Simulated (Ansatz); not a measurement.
Molecule: TiF3, charge 1, multiplicity 1. The spin state was set by rule; other spins were not relaxed. 
Geometry from a B3LYP-D3(BJ)/def2-TZVP (Ansatz, a first-principles code) optimisation:
```
Ti
F 1 1.6991
F 1 1.6991 2 112.56
F 1 1.6991 2 112.56 3 -128.50
```
Charge +1, spin multiplicity 1.

Basis-set convergence of Hartree-Fock and CCSD correlation energies (hartree) with Ansatz. Correlated levels leave the core frozen unless marked. No spin-orbit coupling. Frozen are the shells of the preceding noble gas and the d and f shells that filled before the atom's block. Non-relativistic.

The T1 diagnostic of CCSD in the largest basis is 0.028, which is high, so the coupled-cluster rows are less sure than usual.

```
basis       functions        E(HF)  E(corr, CCSD)
----------  ---------  -----------  -------------
def2-SVP           73  -1146.19930       -0.69299
def2-TZVPP        157          ___            ___
```

Question: What belongs in the gaps?

Answer: 
- def2-TZVPP, E(HF): -1146.71998
- def2-TZVPP, E(corr, CCSD): -0.87984
